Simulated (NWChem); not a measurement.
System: SbHCl2; SMILES [Cl][SbH][Cl]

Here is an NWChem input.

```
start job
memory heap 200 mb stack 900 mb global 1100 mb
geometry units angstroms noautoz
  Sb    -0.580116     0.024409     0.000000
  H     -0.726564    -1.718136     0.000000
  Cl     0.949819     0.027082    -1.844772
  Cl     0.949819     0.027082     1.844772
end
basis spherical
  * library def2-svp
end
ecp
  Sb library def2-ecp
end
dft
  xc b3lyp
  iterations 150
  mulliken
end
task dft energy
```

NWChem printed, in part:

```
             Northwest Computational Chemistry Package (NWChem) 7.3.0
             --------------------------------------------------------

 CS  symmetry detected

                             Geometry "geometry" -> ""
                             -------------------------

 Output coordinates in angstroms (scale by  1.889725989 to convert to a.u.)

  No.       Tag          Charge          X              Y              Z
 ---- ---------------- ---------- -------------- -------------- --------------
    1 Sb                  51.0000    -0.60282702     0.02765057     0.00000000
    2 H                    1.0000    -0.77366467    -1.71267256     0.00000000
    3 Cl                  17.0000     0.92699537     0.00889686     1.84477200
    4 Cl                  17.0000     0.92699537     0.00889686    -1.84477200

 Effective nuclear repulsion energy (a.u.)     445.6625549821

      Symmetry information
      --------------------

 Group name             Cs
 Group number              2
 Group order               2
 No. of unique centers     3

                                 NWChem DFT Module
                                 -----------------

 Summary of "ao basis" -> "ao basis" (spherical)
 ------------------------------------------------------------------------------
       Tag                 Description            Shells   Functions and Types
 ---------------- ------------------------------  ------  ---------------------
 Sb                         def2-svp                10       26   4s4p2d
 H                          def2-svp                 3        5   2s1p
 Cl                         def2-svp                 8       18   4s3p1d

      Symmetry analysis of basis
      --------------------------

        a'         40
        a"         27

            General Information
            -------------------
          SCF calculation type: DFT
          Wavefunction type:  closed shell.
          No. of atoms     :     4
          No. of electrons :    58
           Alpha electrons :    29
            Beta electrons :    29
          Charge           :     0
          Spin multiplicity:     1
          Use of symmetry is: on ; symmetry adaption is: on
          Maximum number of iterations: 150
          AO basis - number of functions:    67
                     number of shells:    29
          Convergence on energy requested:  1.00D-06
          Convergence on density requested:  1.00D-05
          Convergence on gradient requested:  5.00D-04

              XC Information
              --------------
                         B3LYP Method XC Potential
                     Hartree-Fock (Exact) Exchange  0.200
                        Slater Exchange Functional  0.800 local
                    Becke 1988 Exchange Functional  0.720 non-local
              Lee-Yang-Parr Correlation Functional  0.810
                  VWN I RPA Correlation Functional  0.190 local

             Grid Information
             ----------------
          Grid used for XC integration:  medium
          Radial quadrature: Mura-Knowles
          Angular quadrature: Lebedev.
          Tag              B.-S. Rad. Rad. Pts. Rad. Cut. Ang. Pts.
          ---              ---------- --------- --------- ---------
          Sb                  1.45      123           8.0       590
          H                   0.35       45           8.0       434
          Cl                  1.00       88          10.0       590
          Grid pruning is: on
          Number of quadrature shells:   256
          Spatial weights used:  Erf1

      Superposition of Atomic Density Guess
      -------------------------------------

 Sum of atomic energies:       -1196.75863177

      Non-variational initial energy
      ------------------------------

 Total energy =   -1158.509809
 1-e energy   =   -2143.198702
 2-e energy   =     757.700624
 HOMO         =      -0.277617
 LUMO         =      -0.010606

      Symmetry analysis of molecular orbitals - initial
      -------------------------------------------------

  Numbering of irreducible representations:

     1 a'          2 a"

  Orbital symmetries:

     1 a'          2 a"          3 a'          4 a"          5 a'
     6 a"          7 a'          8 a'          9 a"         10 a"
    11 a'         12 a'         13 a"         14 a'         15 a'
    16 a"         17 a"         18 a'         19 a'         20 a'
    21 a"         22 a'         23 a"         24 a'         25 a'
    26 a"         27 a"         28 a'         29 a'         30 a'
    31 a"         32 a'         33 a'         34 a'         35 a"
    36 a'         37 a"         38 a'         39 a'

     ---------------------------------------------
      Total Density - Mulliken Population Analysis
     ---------------------------------------------

    Atom       Charge   Shell Charges
 -----------   ------   -------------------------------------------------------
    1 Sb  23    21.83   2.11 -0.08  1.20  0.58  2.98  3.03  1.07  0.82  9.81  0.31
    2 H    1     1.10   0.65  0.44  0.01
    3 Cl  17    17.54   2.00  1.99  1.23  0.73  5.94  2.16  3.47  0.01
    4 Cl  17    17.54   2.00  1.99  1.23  0.73  5.94  2.16  3.47  0.01

   convergence    iter        energy       DeltaE   RMS-Dens  Diis-err
 ---------------- ----- ----------------- --------- --------- ---------
 d= 0,ls=0.0,diis     1  -1161.0583433345 -1.39D+03  2.57D-02  4.55D-01
 d= 0,ls=0.0,diis     2  -1160.9966088399  6.17D-02  1.44D-02  7.70D-01
 d= 0,ls=0.0,diis     3  -1161.1255384230 -1.29D-01  2.21D-03  1.97D-02
 d= 0,ls=0.0,diis     4  -1161.1282730812 -2.73D-03  5.51D-04  1.33D-03
 d= 0,ls=0.0,diis     5  -1161.1284423997 -1.69D-04  1.08D-04  2.46D-05
  Resetting Diis
 d= 0,ls=0.0,diis     6  -1161.1284465455 -4.15D-06  2.98D-05  2.48D-06
 d= 0,ls=0.0,diis     7  -1161.1284470722 -5.27D-07  1.10D-05  1.02D-07
 d= 0,ls=0.0,diis     8  -1161.1284470656  6.63D-09  6.11D-06  1.53D-07

[...]
```

Level: B3LYP/def2-SVP with def2 effective core potentials on Sb. All runs use the structure optimised with PBE-D3(BJ)/def2-SVP. B3LYP is NWChem's, with the RPA form of VWN correlation. def2 effective core potentials on Sb; no spin-orbit coupling.
